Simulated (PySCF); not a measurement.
Strontium: a sound run and one with changed settings

Sound run: Sr [Kr] 5s2, Sr⁺ [Kr] 5s1. All numbers are calculated (PySCF 2.14, the spin-free X2C one-electron Hamiltonian (Gaussian nucleus), in x2c-TZVPall (8s6p6d1f, 63 functions)). The sound run starts from symmetry-adapted Hartree-Fock orbitals and uses a fine grid where one is needed.

A second run was set up differently.

| species | method | sound run (hartree) | changed run (hartree) | converged |
| --- | --- | --- | --- | --- |
| Sr | UHF | -3177.31954 | -3177.31954 | yes |
| Sr | M06-2X | -3179.44550 | -3179.98411 | yes |
| Sr | r2SCAN | -3179.21795 | -3184.04121 | yes |
| Sr⁺ | UHF | -3177.14513 | -3177.14513 | yes |
| Sr⁺ | M06-2X | -3179.22804 | -3179.75896 | yes |
| Sr⁺ | r2SCAN | -3179.01847 | -3183.81079 | yes |

Ionisation energy of Sr:

```
method  sound run (eV)  changed run (eV)
   UHF           4.746             4.746
M06-2X           5.917             6.127
```

(1) What was changed?
A. angular grid far too coarse
B. too few SCF iterations
C. level shift left on
D. all electrons correlated in a valence basis

## Answers

(1) A. It used 6 angular points. A coarse angular grid integrates products of high-l functions wrongly, so density functionals can shift, and the SCF can exploit the error; Hartree-Fock and MP2 need no grid.
